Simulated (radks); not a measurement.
Question: Species: the indium ion In2+. Configuration: [Ar] 3d10 4s2 4p5 4d10 5s1 5d1 (not the ground configuration). Method: Dirac Kohn-Sham, B86b exchange with PBE correlation, spin-unpolarised, spherical densities, finite nucleus; open shells fill j = l - 1/2 first; Fermi nuclear charge, rms radius 4.6156 fm; computed with a radial shooting solver on a logarithmic mesh with Libxc functionals. Some entries of the table are withheld. Estimate them.

| orbital | occ. | eigenvalue (eV) | <1/r> (bohr^-1) |
|---|---|---|---|
| 1s1/2 | 2 | -27771.44 | 51.86 |
| 2s1/2 | 2 | -4183.526 | 12.00 |
| 2p1/2 | 2 | -3903.681 | 11.98 |
| 2p3/2 | 4 | -3692.706 | 11.19 |
| 3s1/2 | 2 | -819.0610 | 4.229 |
| 3p1/2 | 2 | -706.0635 | (1) |
| 3p3/2 | 4 | -667.9459 | (2) |
| 3d3/2 | 4 | -468.0425 | 3.786 |
| 3d5/2 | 6 | -460.2329 | 3.736 |
| 4s1/2 | 2 | -148.9507 | 1.654 |
| 4p1/2 | 2 | -111.7757 | 1.539 |
| 4p3/2 | 3 | -104.9714 | 1.478 |
| 4d3/2 | 4 | -46.7879 | 1.200 |
| 4d5/2 | 6 | -45.8417 | 1.185 |
| 5s1/2 | 1 | -28.4404 | (3) |
| 5p1/2 | 0 | -20.4905 | (4) |
| 5p3/2 | 0 | -19.7575 | (5) |
| 6s1/2 | 0 | (6) | 0.2668 |
| 5d3/2 | 1 | (7) | 0.3206 |
| 5d5/2 | 0 | (8) | 0.3185 |

Answer: 
(1) 3p1/2 <1/r> (bohr^-1): 4.136
(2) 3p3/2 <1/r> (bohr^-1): 3.943
(3) 5s1/2 <1/r> (bohr^-1): 0.5886
(4) 5p1/2 <1/r> (bohr^-1): 0.4977
(5) 5p3/2 <1/r> (bohr^-1): 0.4811
(6) 6s1/2 eigenvalue (eV): -10.4253
(7) 5d3/2 eigenvalue (eV): -10.2770
(8) 5d5/2 eigenvalue (eV): -10.2108
